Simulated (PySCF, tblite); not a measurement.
Isomers of C7H7OP. Calculated harmonic vibrations of the isolated species, GFN2-xTB (tblite), most abundant isotopes, no scaling. Against measured fundamentals such values can be off by several per cent, at times by over 20. Modes of hydrogen on phosphorus can be 10 to 20 % off. One conformer each.

Electronic energies: PBE0/pcSseg-1 single points on the GFN2-xTB geometries (PySCF, gas phase).

```csv
SMILES,"electronic energy, lowest = 0 (kJ/mol)"
C#CP1(=O)C=CCC=C1,239.3
CC(=O)c1ccccp1,0.0
C#Cc1pc(C)oc1C,186.7
CC#CPc1ccco1,231.4
C=Cc1ocpc1C=C,154.7
CC(=O)c1cccpc1,1.2
```

How do GFN2-xTB zero-point energies change the relative energies?

```
           SMILES  ZPE (kJ/mol)  of it from modes above 1550 cm⁻¹  electronic (kJ/mol)  with ZPE, lowest = 0 (kJ/mol)  lowest mode (cm⁻¹)  rings
   CC(=O)c1ccccp1         309.4                             147.1                  0.0                            0.0                  28      1
   CC(=O)c1cccpc1         309.8                             138.1                  1.2                            1.5                 18i      1
    C=Cc1ocpc1C=C         306.2                             149.8                154.7                          151.4                  61      1
   C#Cc1pc(C)oc1C         304.3                             142.2                186.7                          181.5                  41      1
     CC#CPc1ccco1         300.0                             147.4                231.4                          221.9                  22      1
C#CP1(=O)C=CCC=C1         302.3                             161.7                239.3                          232.1                  54      1
```

The zero-point energies span 9.8 kJ/mol, from `CC#CPc1ccco1` to `CC(=O)c1cccpc1`. Slightly imaginary modes are left out of the zero-point energy: `CC(=O)c1cccpc1` 18.0i cm⁻¹. The order is unchanged.

And how do the electronic energies of GFN2-xTB itself compare?

`CC(=O)c1ccccp1` 0.0; `CC(=O)c1cccpc1` 10.4; `C=Cc1ocpc1C=C` 84.2; `C#Cc1pc(C)oc1C` 89.1; `CC#CPc1ccco1` 109.8; `C#CP1(=O)C=CCC=C1` 92.7 kJ/mol, lowest = 0. Against the energies above, taken from the same isomer `CC(=O)c1ccccp1`, the largest difference is 146.6 kJ/mol.

What do entropy and thermal enthalpy add at 298.15 K and 1 bar (rigid rotor, harmonic oscillator, one conformer each)?

```csv
SMILES,point group,symmetry number,S (J/(mol K)),H − H(0) (kJ/mol),ZPE + H − H(0) − TS (kJ/mol)
CC(=O)c1ccccp1,Cs,1,391.5,25.50,218.2
C=Cc1ocpc1C=C,Cs,1,392.0,26.10,215.4
C#CP1(=O)C=CCC=C1,Cs,1,394.5,26.93,211.6
```

Not tabulated: `CC(=O)c1cccpc1` (lowest mode only 18i cm⁻¹); `C#Cc1pc(C)oc1C` (point group not settled); `CC#CPc1ccco1` (lowest mode only 22 cm⁻¹).
